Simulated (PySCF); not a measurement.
## Spin states and ions at one geometry of Tl2(OH)2(H2O)2

PySCF 2.14.0, RKS PBE0, Tl def2-SVP with ECP60, O def2-SVP, H def2-SVP; non-relativistic Hamiltonian with scalar-relativistic core potentials where named; density fitting; no spin-orbit coupling; singlets restricted, open shells unrestricted. The geometry is relaxed for charge 0, singlet, vacuum (a saddle point, kept by symmetry):

```xyz
12

Tl    0.0000    1.4495    1.1959
Tl    0.0000   -1.4495   -1.1959
O     1.3634    0.0000    0.0000
H     2.3262    0.0000    0.0000
O    -1.3634    0.0000    0.0000
H    -2.3262    0.0000    0.0000
O     0.0000   -0.3185    3.5646
H     0.7578    0.0709    4.0157
H    -0.7578    0.0709    4.0157
O     0.0000    0.3185   -3.5646
H     0.7578   -0.0709   -4.0157
H    -0.7578   -0.0709   -4.0157
```

Energies count from the relaxed state; an electron taken off or put on is at rest in vacuum. Charges and spins are Mulliken's.

```json
{"state": "charge 0, singlet, vacuum", "energy (eV)": "0.00", "spin squared": "0.00", "charge on Tl1 (e)": "0.31", "spin on Tl1 (e)": "0.00", "dipole about the centre of mass (D)": "0.00"}
{"state": "charge 0, triplet, vacuum", "energy (eV)": "3.95", "spin squared": "2.01", "charge on Tl1 (e)": "0.13", "spin on Tl1 (e)": "0.73", "dipole about the centre of mass (D)": "0.00"}
```

Q: What does the state charge +1, doublet, vacuum give?

A: energy (eV) 7.05, spin squared 0.76, charge on Tl1 (e) 0.63, spin on Tl1 (e) 0.20, dipole about the centre of mass (D) 0.00.

With an electron taken off (doublet) the charges change, summed by element, by Tl +0.64 e, O +0.17 e, H +0.18 e. The vertical ionisation energy is 7.05 eV, against −ε(HOMO) = 5.37 eV of the relaxed state. The level lies 1.7 eV too high, as is usual for semilocal functionals and global hybrids, which keep a self-interaction error.

Open shells may have lower solutions than those found.
